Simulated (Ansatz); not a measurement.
Relaxation of C3H6AlN (11 atoms, charge 0, multiplicity 1), to a largest force component of 0.02 eV/Å in at most 40 steps.

All numbers below come from RHF/STO-3G in Ansatz 0.2.0.

```xyz
11
Properties=species:S:1:pos:R:3
C 0.493 1.582 0.900
C 0.215 0.465 0.285
C -1.036 -0.120 -0.391
Al -0.201 -1.707 -0.875
N 1.062 -0.716 0.003
H -0.346 2.377 0.968
H 1.448 1.843 1.306
H -1.792 -0.230 0.345
H -1.308 0.504 -1.211
H -0.513 -3.121 -1.568
H 2.045 -0.934 0.260
```

Question: Where does it end, and by what steps?

Answer: The forces met the threshold. Limits of this set-up: minimal basis. After 7 steps the energy has fallen by 1.237 eV; H10 moved furthest, 0.30 Å.

```
step  energy less start (eV)  largest force component (eV/Å)  accepted
   0                  0.0000                           4.269       yes
   1                 -1.0659                           1.415       yes
   2                 -1.2108                           0.526       yes
   3                 -1.2106                           0.765        no
   4                 -1.2336                           0.130       yes
   5                 -1.2372                           0.060       yes
   6                 -1.2372                           0.117       yes
   7                 -1.2375                           0.009       yes
```

```xyz
11
Properties=species:S:1:pos:R:3
C 0.508 1.483 0.844
C 0.206 0.358 0.233
C -1.132 -0.091 -0.405
Al -0.191 -1.675 -0.825
N 1.038 -0.777 -0.016
H -0.219 2.267 0.967
H 1.490 1.670 1.247
H -1.933 -0.121 0.325
H -1.440 0.577 -1.201
H -0.263 -3.001 -1.456
H 2.003 -0.747 0.309
```

Time of the run: 7.4 s on 1 thread of Arm Neoverse V1, with other jobs on the host, peak memory 0.11 GiB.
